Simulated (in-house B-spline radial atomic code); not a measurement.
A calculation on Tc⁺: its settings, and results tabulated from the run. Method: non-relativistic HSE06, spin-polarised, spherical fractional occupations, exact exchange averaged over the configuration, point nucleus. Calculated with an all-electron radial atomic-structure program (B-spline basis).

Command:
```bash
python run_scf.py task.json out
```
Settings:
```
Z                43
configuration    [Kr] 4d5 5s1
hamiltonian      nr
method           hse06
spin_polarised   True
exact_exchange   averaged over the configuration
```

Output (hartree, bohr):
```
 radial grid: 63 intervals, B-splines of order 8, outer radius 60 bohr

 iter        energy (Eh)    residual
    1       -4199.760362    5.45e-01
    2       -4202.877663    2.77e-01
    3       -4206.082307    5.75e-02
    4       -4206.227826    1.59e-02
    5       -4206.235131    7.52e-03
    6       -4206.236560    2.86e-03
    7       -4206.236871    4.94e-04
    8       -4206.236877    4.41e-05
    9       -4206.236877    3.21e-06
   10       -4206.236877    3.83e-07

 total energy                     -4206.23688
 kinetic                            4204.3409
 electron-nucleus                  -9999.4021
 Hartree                            1714.7264
 exact exchange                      -30.4136
 exchange-correlation                -95.4884

 orbital      occ     eigenvalue          <r>       <r^2>       <1/r>       r_max
 1s up      1.000      -749.7979    0.0354433  0.00168114     42.4866     0.02345
 1s down    1.000      -749.7975    0.0354433  0.00168113     42.4866     0.02345
 2s up      1.000      -106.0322      0.15461   0.0281022      9.6015      0.1308
 2s down    1.000      -106.0011     0.154594   0.0280965     9.60277      0.1308
 2p up      3.000       -97.8291     0.132529   0.0213983     9.58747      0.1029
 2p down    3.000       -97.8043     0.132506   0.0213908     9.58887      0.1029
 3s up      1.000       -18.9237     0.426528    0.208087     3.35234       0.383
 3s down    1.000       -18.9088     0.426484    0.207983      3.3515      0.3831
 3p up      3.000       -15.7232     0.420964    0.205877     3.25912      0.3704
 3p down    3.000       -15.7062     0.420866    0.205691     3.25844      0.3706
 3d up      5.000        -9.8688     0.398021    0.189778     3.08291      0.3118
 3d down    5.000        -9.8365     0.398168    0.189804     3.08083      0.3122
 4s up      1.000        -3.0306      1.09114      1.3475     1.23861      0.9776
 4s down    1.000        -2.8660      1.08343     1.32931     1.25058      0.9714
 4p up      3.000        -2.0811      1.19027     1.62122      1.1231       1.038
 4p down    3.000        -1.8932      1.18075     1.59672     1.13528       1.029
 4d up      5.000        -0.6269      1.62681     3.17195    0.816603       1.261
 5s up      1.000        -0.4397      3.07329     10.6731     0.41524       2.675
```

Time taken, with all properties: 1.8 s on 1 thread of Arm Neoverse N1 (shared host).
